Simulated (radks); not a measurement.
The copper ion Cu2+ inside a hard spherical wall (all orbitals vanish at R), configuration held at [Ar] 3d9 and not refilled when levels cross. Calculated with a radial shooting solver on a logarithmic mesh with Libxc functionals: scalar-relativistic Kohn-Sham, LDA (Slater exchange, VWN5 correlation), spin-unpolarised, spherical densities, point nucleus. Eigenvalues in eV, with the zero of energy where the potential of the charges vanishes at infinity; a dash marks a level that is unbound or too diffuse for the functional's potential to be trusted. A positive occupied level is held by the wall or, in an anion where self-interaction has pushed it up, behind a barrier. The pressure on the wall is -dE/dV.

| R (bohr) | E (hartree) | kinetic (hartree) | e(2p) | e(3s) | e(3p) | e(3d) | e(4s, empty) | e(4p, empty) | pressure (GPa) |
|---|---|---|---|---|---|---|---|---|---|
| free | -1651.16852 | 1675.082 | -942.23 | -139.80 | -97.581 | -29.992 | -22.545 | -15.382 | 0 |
| 15 | -1651.16852 | 1675.082 | -942.23 | -139.80 | -97.581 | -29.992 | -22.545 | -15.382 | < 0.0001 |
| 10 | -1651.16852 | 1675.082 | -942.23 | -139.80 | -97.581 | -29.992 | -22.545 | -15.381 | < 0.0001 |
| 6 | -1651.16845 | 1675.083 | -942.22 | -139.80 | -97.576 | -29.987 | -22.507 | -15.188 | 0.0104 |
| 5 | -1651.16771 | 1675.092 | -942.17 | -139.75 | -97.532 | -29.945 | -22.284 | -14.568 | 0.191 |
| 4 | -1651.15875 | 1675.167 | -941.76 | -139.40 | -97.185 | -29.603 | -20.947 | -12.086 | 3.52 |
| 3 | -1651.05447 | 1675.806 | -938.92 | -137.09 | -94.939 | -27.272 | -13.372 | -1.463 | 73.5 |
| 1.5 | -1643.19155 | 1709.049 | -874.42 | -92.614 | -48.698 | 26.030 | 162.07 | 185.82 | 29100 |
